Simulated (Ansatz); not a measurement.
`[NH2][Al]([Cl])[Cl]` + `N=C=O` → `O=C=[N][Al]([Cl])[Cl]` + NH₃ at 400 K and 1 bar (ligand exchange at the Al–N bond).

Gas-phase electronic energies from Ansatz, PBE0-D4/def2-TZVP geometries. CCSD(T)/CBS is the MP2 limit (def2-TZVPP, def2-QZVPP) plus CCSD(T) − MP2 in def2-TZVPP, frozen cores. This one scheme is used for every species. One conformer a species, not always the lowest.

```
                species  CCSD(T)/CBS energy (Eh)  H − E (kJ/mol)  S (J/(mol·K))
  `[NH2][Al]([Cl])[Cl]`              -1217.66844           103.6          349.3
                `N=C=O`               -168.51995            72.4          252.4
`O=C=[N][Al]([Cl])[Cl]`              -1329.69600            76.6          400.5
                    NH₃                -56.50880           104.2          203.1
```

H − E and S are ideal-gas, rigid-rotor, harmonic terms from PBE0-D4/def2-TZVP, for one conformer and one mirror image of each species. 1 Eh = 2625.50 kJ/mol, R = 8.31446 J/(mol·K).

Task: By hand: ΔE, ΔH, ΔS and ΔG.

Result: ΔE = (-1329.69600) + (-56.50880) − (-1217.66844) − (-168.51995) = -0.01641 Eh = -43.1 kJ/mol. Δ(H − E) = 76.6 + 104.2 − 103.6 − 72.4 = 4.8, so ΔH = -38.3 kJ/mol. ΔS = 400.5 + 203.1 − 349.3 − 252.4 = 1.9 J/(mol·K). ΔG = -38.3 − 400 × (1.9)/1000 = -39.1 kJ/mol.

Task: By hand: the equilibrium constant, and the temperature at which ΔG would vanish if ΔH and ΔS stayed fixed.

Result: log₁₀ K = −ΔG/(RT ln 10) = 5.1. ΔH and −TΔS have one sign here, so there is no such temperature. One of them is within its doubt of zero, so this could turn.

The number of gas molecules stays the same, so ΔS is small and ΔH decides. A doubt of 5 kJ/mol in ΔE shifts log₁₀ K by 0.7 here. Other conformers and mirror images would add mixing entropy, several J/(mol·K) or more a flexible species. Modes under 60 cm⁻¹, often nearly free rotors, make the harmonic entropy too high. These are equilibria of isolated gas molecules and say nothing of rates. Largest T1 diagnostic: 0.018 (customary marks: 0.02 for closed shells, 0.045 for open ones).
